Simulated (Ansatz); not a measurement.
```yaml
crystal:
  periodic: [false, false, false]
  atoms:
    - {symbol: Si, position_ang: [1.457518, -2.208456, -1.502132]}
    - {symbol: N, position_ang: [0.270105, -0.977794, -1.262509]}
    - {symbol: Si, position_ang: [0.259874, 0.446056, -2.244911]}
    - {symbol: Sn, position_ang: [-1.075889, -1.067924, 0.260081]}
    - {symbol: N, position_ang: [-0.669356, 0.591811, 1.363174]}
    - {symbol: Si, position_ang: [-1.840487, 1.837847, 1.604122]}
    - {symbol: Si, position_ang: [0.948590, 0.774213, 1.948272]}
    - {symbol: H, position_ang: [1.804787, -2.838100, -0.199401]}
    - {symbol: H, position_ang: [2.676926, -1.600744, -2.102960]}
    - {symbol: H, position_ang: [0.985637, -3.287669, -2.414400]}
    - {symbol: H, position_ang: [-1.012359, 1.176284, -1.984601]}
    - {symbol: H, position_ang: [1.396519, 1.355447, -1.936750]}
    - {symbol: H, position_ang: [0.331840, 0.097440, -3.690638]}
    - {symbol: H, position_ang: [-0.727784, -2.480914, 1.140958]}
    - {symbol: H, position_ang: [-2.664477, -0.898765, -0.323123]}
    - {symbol: H, position_ang: [-1.153529, 3.157929, 1.659859]}
    - {symbol: H, position_ang: [-2.603311, 1.666304, 2.872243]}
    - {symbol: H, position_ang: [-2.817739, 1.832364, 0.482088]}
    - {symbol: H, position_ang: [1.626420, -0.549007, 1.854995]}
    - {symbol: H, position_ang: [0.951409, 1.223865, 3.367684]}
    - {symbol: H, position_ang: [1.730806, 1.760511, 1.154851]}
basis:
  gaussian: {orbitals: def2-TZVP}
magnetization: {spin_polarized: true, initial_magnetization: 4}
hamiltonian: {xc: {name: wPBEh}}
scf: {lower_state_search: light}
```

```sh
$ ansatz run in.yaml --threads 4 --pin off --events-out ev --progress --plain --max-ram 41984MiB --backend cuda --devices 0, --max-vram 37GiB
```

Output, abridged:

```
Functional definition: wPBEh
2459 factors; their error is unknown
168 factors; integrals over basis functions are off by at most 3.8e-7 eV
mean field evaluation 1: about -40508.9000 eV, gradient 6.6e1 eV
mean field evaluation 2: about -40397.2586 eV, gradient 1.5e2 eV
mean field evaluation 4: about -40526.5977 eV, gradient 2.0e1 eV
mean field evaluation 8: about -40529.0511 eV, gradient 1.2e0 eV
mean field evaluation 16: about -40529.2679 eV, gradient 7.1e-3 eV
mean field -40529.26789747 eV, -1489.4231235075 hartree, gradient 7.9e-5 eV, S^2 6.012744; 1 other end points of the search recorded, 0 dependent functions left out
reference -40529.26797752 eV, -1489.4231264493 hartree; 55, 51 occupied and 289, 293 virtual orbitals, 2459 factors
Total energy: -40529.26797752 eV, -1489.4231264493 hartree
```

(1) Something in this input is off. What?

## Answers

(1) The spin is set far too high for this molecule. Self-consistency was reached. The result belongs to that input, not to the molecule as meant.
